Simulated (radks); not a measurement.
Species: neutral lanthanum. Configuration: [Xe] 6s2 6p1 (not the ground configuration).

All-electron calculation, scalar-relativistic Kohn-Sham, PBE, spin-polarised, spherical densities, point nucleus; open shells are filled with parallel spins first (spin-orbit coupling, left out, can overturn this in heavy ions). Program: a radial shooting solver on a logarithmic mesh with Libxc functionals.

Energy parts (eV):
| part | energy |
|---|---|
| total | -231111.89 |
| kinetic | 244474.76 |
| electron-nucleus | -559142.85 |
| Hartree | 89079.28 |
| exchange-correlation | -5523.08 |

Orbitals (lengths in bohr, moments of r in powers of bohr; r(90%) holds 90 % of the orbital's charge):
orbital	occ.	eigenvalue (eV)	<1/r>	<r^4>	r(90%)
1s up	1	-38755.65	62.02	1.917e-06	0.0452
1s down	1	-38755.64	62.02	1.917e-06	0.0452
2s up	1	-6172.175	14.28	0.0003185	0.166
2s down	1	-6172.172	14.28	0.0003185	0.166
2p up	3	-5531.973	13.55	0.0002326	0.153
2p down	3	-5531.969	13.55	0.0002326	0.153
3s up	1	-1322.625	5.171	0.01307	0.418
3s down	1	-1322.621	5.171	0.01307	0.418
3p up	3	-1118.224	4.901	0.01367	0.424
3p down	3	-1118.220	4.901	0.01367	0.424
3d up	5	-824.6621	4.647	0.01146	0.407
3d down	5	-824.6575	4.647	0.01146	0.407
4s up	1	-269.5653	2.150	0.3387	0.939
4s down	1	-269.5563	2.150	0.3387	0.939
4p up	3	-203.1026	1.984	0.4458	1.01
4p down	3	-203.0934	1.984	0.4457	1.01
4d up	5	-106.9551	1.724	0.7599	1.15
4d down	5	-106.9433	1.724	0.7596	1.15
5s up	1	-41.8744	0.8539	10.57	2.22
5s down	1	-41.8375	0.8537	10.57	2.22
5p up	3	-25.1568	0.7331	19.68	2.59
5p down	3	-25.1248	0.7331	19.58	2.59
5d up	0	-5.0914	0.4714	156.4	4.37
5d down	0	-4.9567	0.4798	139.7	4.23
6s up	1	-5.0428	0.2993	580.8	6.05
6s down	1	-4.6215	0.3058	558.9	6.00
6p up	1	-2.3741	0.2328	1613	7.81
6p down	0	-1.8659	0.2328	1699	7.92

The highest occupied level is 6p up at -2.374 eV. The configuration is held as typed, so some empty levels lie below it. The density falls to 0.001 e/bohr^3 at r = 5.79 bohr.
